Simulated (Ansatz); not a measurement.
Reaction (redistribution): `Cl[CH2][GeH2][SeH]` + `N[SiH](F)F` → `[NH2][GeH2][CH2]Cl` + `F[SiH](F)[SeH]`

Calculated with Ansatz (gas phase, PBE0-D4/def2-TZVP geometries, no zero-point term in ΔE). CCSD(T)/CBS adds triple-zeta CCSD(T) − MP2 to the extrapolated MP2 energy (def2 sets, frozen cores). This one scheme is used for every species. For Ge, Se outer-core shells are correlated without core-valence functions, which leaves a few kJ/mol of doubt a bond. Scalar relativity is left out up to krypton. One conformer a species, not always the lowest.

| species | CCSD(T)/CBS(def2) energy (Eh) |
| --- | --- |
| `Cl[CH2][GeH2][SeH]` | -4977.67497 |
| `N[SiH](F)F` | -545.34917 |
| `[NH2][GeH2][CH2]Cl` | -2632.26445 |
| `F[SiH](F)[SeH]` | -2890.73294 |

**Question.** Work out ΔE.

**Answer.** ΔE = (-2632.26445) + (-2890.73294) − (-4977.67497) − (-545.34917) = 0.02675 Eh = +16.8 kcal/mol.

Largest T1 diagnostic among the species: 0.011.

In def2-TZVPP, CCSD(T) changes the Hartree–Fock value by −2.1 kcal/mol (the triples alone add −0.4 kcal/mol) and MP2 by −1.7 kcal/mol. From PBE to PBE0 (25 % exact exchange), in def2-TZVPP and without D4, ΔE moves by +1.1 kcal/mol.
